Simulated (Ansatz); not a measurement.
Diatomic MgH-, multiplicity 3 (an upper state: multiplicity 1 came lower at CCSD(T)/def2-TZVPP on PBE0 minima).

Seven points along R, fitted to fifth degree in 1/R; most abundant isotopes. In def2 and cc sets the state is the lowest found near the PBE0 minimum, followed along R.

Programs: Ansatz (Gaussian basis) for Hartree–Fock, density functionals and correlated methods. Values without a source in brackets are computed.

Energies at wB97X-V/def2-TZVPP:

```
R (Å)       E (hartree)
--------  -------------
1.658614  -200.55658691
1.703201  -200.55789710
1.744220  -200.55852819
1.790590  -200.55867948
1.836960  -200.55832782
1.890464  -200.55740649
1.952884  -200.55577240
```

**Question.** With a reduced mass of 0.9672 u, find the minimum, the force constant and the constants.

**Answer.** A fifth-degree polynomial in 1/R puts the minimum at r_e = 1.7802 Å with force constant 106 N/m. Then ω_e = (1/2πc)√(k/μ) = 1364 cm⁻¹ and B_e = h/(8π²cμr_e²) = 5.500 cm⁻¹; the cubic and quartic terms give α_e = 0.17 and ω_e x_e = 27 cm⁻¹.

Ansatz is a first-principles code.
